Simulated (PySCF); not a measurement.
Cost against size for one kind of job: PBE0-D3(BJ)/def2-SVP geometry optimisation, gas phase (PySCF 2.14.0); work: geometry optimisation from a GFN2-xTB start shaken at random. Hardware: one thread of an Arm Neoverse V2, shared host. The host was shared with other jobs, so the times are rough. Peak memory is the resident size of the whole Python process, interpreter and libraries included.

```tsv
species (SMILES)	atoms	electrons	basis functions	SCF cycles	gradient evaluations	wall time	peak memory
[GeH3][Br]	5	70	79	28	5	?	?
F[SiH2]C[SiH3]	11	50	99	30	5	14 s	0.41 GiB
[H]/N=C/[SiH2][AsH2]	10	66	108	73	11	53 s	0.45 GiB
N#C[CH2][GeH2][Cl]	9	72	112	43	6	28 s	0.45 GiB
CC[O][AlH2-][NH3+]	15	50	124	116	18	?	?
C/C=C(\C(=O)Cl)C(C)C	20	78	185	91	12	3.5 min	0.91 GiB
C/C(=C/C(C)C)C(=O)Cl	20	78	185	64	9	?	?
B1CCC[C@@H]1c1cccs1	21	80	199	154	21	6.5 min	1.1 GiB
```

Q: Estimate the withheld figures.

A: `[GeH3][Br]`: 8.8 s, 0.33 GiB; `CC[O][AlH2-][NH3+]`: 99 s, 0.51 GiB; `C/C(=C/C(C)C)C(=O)Cl`: 2.9 min, 0.78 GiB.

Q: With all rows, how does the wall time grow with the number of basis functions N?

A: A straight line through log(time) against log(N) has slope 3.8 between N = 79 and 199, and the rows scatter about it by a factor of about 1.5 (standard error of the fit). This is a fit to these rows, whose iteration counts differ, not the method's formal scaling.

Q: Which species took longest, and how many times the shortest run?

A: `B1CCC[C@@H]1c1cccs1`, at 6.5 min: about 44 times the shortest (8.8 s).
